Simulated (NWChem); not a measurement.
Isomers of C2H8OSi, each optimised at PBE0/def2-SVP with NWChem, gas phase unless a solvent is named. Flexible species stand in one conformer each, which need not be the lowest.  Relative energies count from the lowest isomer at each level and are electronic, without zero-point energy, on those geometries.

A: CO[SiH2]C
B: CC[SiH2]O
C: [SiH2](CO)C
D: C[SiH](C)O

**Question.** Which isomer is lowest, and do the levels agree? Levels: PBE0/def2-SVP; PBE/def2-TZVP; B3LYP/def2-TZVP; BLYP/def2-TZVP; LDA (Slater exchange, VWN5)/def2-TZVP; PW6B95/def2-TZVP; r2SCAN/def2-TZVP.

**Answer.** All put D lowest.
```tsv
quantity	A	B	C	D
relative energy, PBE0/def2-SVP (kcal/mol)	19.9	12.3	43.4	0.0
relative energy, PBE/def2-TZVP (kcal/mol)	22.4	13.9	47.2	0.0
relative energy, B3LYP/def2-TZVP (kcal/mol)	20.9	13.7	48.9	0.0
relative energy, BLYP/def2-TZVP (kcal/mol)	20.5	13.7	48.0	0.0
relative energy, LDA (Slater exchange, VWN5)/def2-TZVP (kcal/mol)	22.7	13.7	47.3	0.0
relative energy, PW6B95/def2-TZVP (kcal/mol)	21.8	14.0	49.1	0.0
relative energy, r2SCAN/def2-TZVP (kcal/mol)	23.3	14.8	50.2	0.0
```
